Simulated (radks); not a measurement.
Question: Calculated with a radial shooting solver on a logarithmic mesh with Libxc functionals: scalar-relativistic Kohn-Sham, r2SCAN, spin-polarised, spherical densities, finite nucleus; open shells are filled with parallel spins first (spin-orbit coupling, left out, can overturn this in heavy ions); meta-GGA in the generalised Kohn-Sham scheme; Fermi nuclear charge, rms radius of each element as measured or else 0.836 A^(1/3) + 0.57 fm. Each species is in its NIST ground configuration. Rank Rh, Ru, Sn, Cd, Ag, In, Nb, Xe, Te, Pd, Zr, Sb, Tc, I, Mo, Sr, Rb by Delta-SCF ionisation energy (eV), largest first.

Answer: Xe 12.665, I 10.652, Sb 9.315, Pd 8.926, Cd 8.856, Te 8.402, Ag 7.791, Rh 7.740, Ru 7.703, Sn 7.511, Mo 7.478, Nb 7.181, Tc 6.543, Zr 6.123, In 5.487, Sr 5.427, Rb 4.090.
